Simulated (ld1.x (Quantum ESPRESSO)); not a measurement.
# Pm: excitation energies, all-electron against TM semilocal

```
Element                 : promethium (Pm)
Generator               : ld1.x (Quantum ESPRESSO) 7.5
Type                    : norm-conserving Troullier–Martins (semilocal form)
Functional              : PBE
Relativity              : scalar-relativistic
Frozen core             : [Kr] 4d10
Valence charge          : 15
Reference configuration : 4f5 5s2 5p6 5d0 6s2 6p0
Partial waves           : 5s (bound): rc 2.00 bohr; 5d (bound, empty): rc 3.45 bohr; 4f (bound): rc 0.80 bohr; 5p (bound): rc 1.85 bohr
Local potential         : the p channel
Core correction         : Bessel-smoothed model core, default radius (core density twice the valence density)
```

Occupied shells without a wave of their own: 6s. They enter only through the test configuration that unscreens the potential, and ld1.x also counts them in the model core charge.

Energies are relative to the spin-unpolarised reference configuration 4f5 5s2 5p6 5d0 6s2 6p0; without spin polarisation the order of configurations can differ from experiment. Not all tests gave a result: 3 of 7 tests not solved or not reliable. Left out of the table: 4f5 5s2 5p6 5d0 6s0 6p1 (solver errors, printed error -9.0 eV); 4f5 5s2 5p6 5d0 6s0 6p2 (solver errors, printed error -13.6 eV); 4f5 5s2 5p6 5d0 6s1 6p1 (solver errors, printed error -15.9 eV).

ld1.x takes every shell without a wave as core, so the model core holds the 6s electrons as well and exchange and correlation see them twice. This cancels in the reference configuration, but the file is broken for other ones, and its errors say nothing about a proper core correction.

```
  valence configuration  charge  ΔE all-electron (eV)  error AE − PS (meV)
4f5 5s2 5p6 5d0 6s1 6p0      +1                 5.873                 -561
4f5 5s2 5p6 5d0 6s0 6p0      +2                16.813                -1692
4f4 5s2 5p6 5d0 6s0 6p0      +3                40.010                -2710
4f5 5s2 5p6 5d1 6s1 6p0       0                 1.855                 -294
```

Levels in the configuration 4f5 5s2 5p6 5d1 6s1 6p0:

| level | all-electron (eV) | pseudo (eV) |
| --- | --- | --- |
| 4f | -1.105 | -1.405 |
| 5s | -40.724 | -40.956 |
| 5p | -21.600 | -21.786 |
| 5d | -1.204 | -1.336 |
| 6s | -3.154 | -3.568 |

These tests converged, but a pseudo level misses the all-electron one widely, so the file describes the atom poorly there or has found another state: 4f5 5s2 5p6 5d0 6s0 6p0: empty 6p by 6.7 eV; 4f4 5s2 5p6 5d0 6s0 6p0: empty 6p by 11.7 eV.

The potential misses its own reference levels by up to 0.3 eV.
